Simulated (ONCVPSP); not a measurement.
## La: one change to an ONCV potential, before and after

La, optimised norm-conserving Vanderbilt (ONCV), made with ONCVPSP 4.0.1 (LDA (Perdew-Wang 92), scalar-relativistic). Core [Kr] 4d10, reference 5s2 5p6 5d1 6s2. Waves: 5s+6s: rc 2.25 bohr, ncon 4, nbas 8, qcut 4.8 1/bohr, 2 projectors; 5p: rc 2.05 bohr, ncon 4, nbas 7, qcut 4 1/bohr, 2 projectors, debl 3 Ha; 5d: rc 3.00 bohr, ncon 5, nbas 10, qcut 6.2 1/bohr, 2 projectors, debl 1.5 Ha; f scattering state at 0.17 Ha: rc 2.40 bohr, ncon 5, nbas 8, qcut 4.6 1/bohr, 2 projectors, debl 3.9 Ha. Local part: polynomial inside 1.35 bohr (lpopt 5, dvloc0 0 Ha). Core correction: polynomial model core, fcfact 0.15.

In the f channel the program set the typed energies aside and used -0.169, 3.731 Ha.

All-electron outer shells of the reference configuration (LDA (PZ), scalar-relativistic, ld1.x):

```tsv
shell	level (eV)	outermost node (bohr)	outermost maximum (bohr)
5s	-39.06	0.77	1.41
5p	-22.48	0.83	1.58
6s	-3.82	1.86	3.74
5d	-3.21	0.95	2.24
```

Change: d: qcut 8.7.

Cutoffs: the cutoffs (Ha) at which the residual kinetic energy of the hardest occupied pseudo-wave falls to 1 and 0.1 mHa per electron; they do not see the model core or the augmentation charge, which bear on the density cutoff. Errors are all-electron minus pseudo energies relative to the spin-unpolarised reference configuration.

Problem. What does the change do?

Solution. The potential gets neither clearly harder nor softer (17 Ha and 33 Ha → 20 Ha and 33 Ha); both files keep a bound ghost (s); the lowest positive-energy flag moves from p at 125.2 eV to d at 10.6 eV; of the 4 tests that both files solve, the error grows in 1 and shrinks in 2 by more than 15 % and 0.3 meV (median size 3.0 → 4.4 meV); the range in which the d phases agree narrows (upper end 3.9 → 0.3).

| quantity | base | changed |
| --- | --- | --- |
| cutoff, loose | 17 Ha | 20 Ha |
| cutoff, tight | 33 Ha | 33 Ha |
| loose cutoff by channel | s 8.9 Ha, p 17 Ha, d 5.7 Ha | s 8.9 Ha, p 17 Ha, d 20 Ha |
| bound ghosts | s | s |
| GHOST(+) flags under 300 eV | p at 125.2 eV | d at 10.6 eV, p at 125.2 eV |
| error for 5s2 5p6 5d1 6s1, meV [ΔE 6.16 eV] | -1.3 | -0.9 |
| error for 5s2 5p6 5d1 6s0, meV [ΔE 17.30 eV] | -4.8 | -2.3 |
| error for 5s2 5p6 5d0 6s0, meV [ΔE 36.40 eV] | +0.7 | -6.5 |
| error for 4f1 5s2 5p6 5d0 6s1, meV [ΔE 6.32 eV] | +963 | +993 |
| s: phases at 2.29 bohr within 0.05 rad from the reference energy up to (Ha; the scan ends near 5) | to the end of the scan | to the end of the scan |
| p: phases at 2.08 bohr within 0.05 rad from the reference energy up to (Ha; the scan ends near 5) | 4.1 | 4.1 |
| d: phases at 3.05 bohr within 0.05 rad from the reference energy up to (Ha; the scan ends near 5) | 3.9 | 0.3 |
| f: phases at 2.43 bohr within 0.05 rad from the reference energy up to (Ha; the scan ends near 5) | 0.7 | 0.7 |
| rms error of d²Exc/dni dnj with the model core, mHa | 0.22 | 0.14 |

Base: The cutoffs count occupied waves only; projector 2 of the f channel, the hardest unoccupied one, needs 60 Ha at the loose tolerance. These tests converged, but a pseudo level misses the all-electron one widely, so the file describes the atom poorly there or has found another state: 4f1 5s2 5p6 5d0 6s1: 4f by 1.7 eV. Changed file: The cutoffs count occupied waves only; projector 2 of the f channel, the hardest unoccupied one, needs 60 Ha at the loose tolerance. These tests converged, but a pseudo level misses the all-electron one widely, so the file describes the atom poorly there or has found another state: 4f1 5s2 5p6 5d0 6s1: 4f by 1.7 eV. A true bound ghost makes a file unfit for plane-wave use even where its test errors are small: the radial tests pick states by their node count and pass the ghost by.
